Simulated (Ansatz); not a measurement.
Species: C$_{3}$H$_{9}$Al, SMILES `[CH3][Al]([CH3])[CH3]` (charge 0, multiplicity 1).

**Question.** Give a relaxed geometry from Ansatz (a quantum-chemistry and plane-wave program) with B3LYP-D3(BJ)/def2-TZVP.

**Answer.** the end point of this relaxation (outside a Z-matrix the atoms follow the SMILES, hydrogens last).
Z-matrix (Å, degrees):
```
Al
C 1 1.9619
H 2 1.0922 1 113.34
H 2 1.0947 3 107.85 1 -123.67
H 2 1.0956 3 107.42 4 -113.86
C 1 1.9619 2 120.06 3 -174.40
H 6 1.0921 1 113.41 2 1.70
H 6 1.0951 7 107.69 1 -123.21
H 6 1.0953 7 107.61 8 -113.84
C 1 1.9619 2 119.99 3 5.68
H 10 1.0922 1 113.35 2 174.07
H 10 1.0947 11 107.84 1 123.64
H 10 1.0956 11 107.43 12 113.86
```
